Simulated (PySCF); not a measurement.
Polarisability and C₆ of Tl(62+) (thallium, charge +62)

[Ar] 3d1, 2D determinant. Computed with PySCF 2.14 in an uncontracted even-tempered set (19 s from 17 bohr⁻², ratio 2.2; 12 p from 23 bohr⁻², ratio 2.2; 8 d from 23 bohr⁻², ratio 2.2; 4 f from 79 bohr⁻², ratio 2.4; 3 g from 120 bohr⁻², ratio 2.4; 3 h from 180 bohr⁻², ratio 2.4), with the non-relativistic Hamiltonian (point nucleus). Coupled (time-dependent) response in atomic units; α is the mean over directions.

```csv
method,mean α (bohr³),"α xx, yy, zz",C₆ (like pair),S(−4)
UHF,0.003662,"0.003547, 0.003547, 0.003890",0.0001676,2.031e-05
```

S(−4) is the Cauchy moment in α(ω) = α(0) + S(−4) ω² + …

Spin-orbit coupling is absent.

α(iu) at UHF:

```csv
u (hartree),α(iu) (bohr³)
0,0.003661
2.00,0.003582
4.00,0.003366
8.00,0.002733
12.0,0.002123
16.0,0.001661
20.0,0.001338
30.0,0.0008910
40.0,0.0006834
60.0,0.0004946
100,0.0003363
```

A single London oscillator, α(iu) = α/(1 + u²/ω²), gives C₆ = (3/4) ω α². Matching the computed C₆ needs ω = 4 × 0.0001676 / (3 × 0.003662²) = 16.7 hartree.

For an ion, C₆ is the dispersion term alone; charge-induced terms of lower order in 1/R come first.

The components differ because the open shell of this determinant is not spherical; for a pure term their mean is the scalar polarisability.

A non-relativistic calculation at this Z misses sizeable relativistic shifts. Spin-orbit coupling, absent here, splits the open shell strongly.
